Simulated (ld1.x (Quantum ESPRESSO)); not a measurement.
Sb: excitation energies, all-electron against TM

Sb, norm-conserving Troullier–Martins (Kleinman–Bylander form), made with ld1.x (Quantum ESPRESSO) 7.5 (PBE, scalar-relativistic). Core [Kr] 4d10, reference 5s2 5p3. Waves: 5s (bound): rc 1.55 bohr; 5p (bound): rc 1.95 bohr. Local part: the p channel. Core correction: none.

Energies are relative to the spin-unpolarised reference configuration 5s2 5p3; without spin polarisation the order of configurations can differ from experiment.

Task: Give the all-electron excitation energy and the error of the potential for: 5s2 5p2; 5s2 5p1; 5s2 5p0; 5s0 5p5; 5s1 5p0; 5s2 5p2.5; 5s1 5p4.

Result:

```
valence configuration  charge  ΔE all-electron (eV)  error AE − PS (meV)
              5s2 5p2      +1                 8.317                 -0.4
              5s2 5p1      +2                24.285                 +9.6
              5s2 5p0      +3                48.698                  +92
              5s0 5p5       0                16.431                  +60
              5s1 5p0      +4                92.991                 +335
            5s2 5p2.5    +0.5                 3.262                 -0.4
              5s1 5p4       0                 8.112                 +9.9
```

Levels in the configuration 5s2 5p2:

```
level  all-electron (eV)  pseudo (eV)
   5s            -20.638      -20.634
   5p            -11.993      -11.989
```
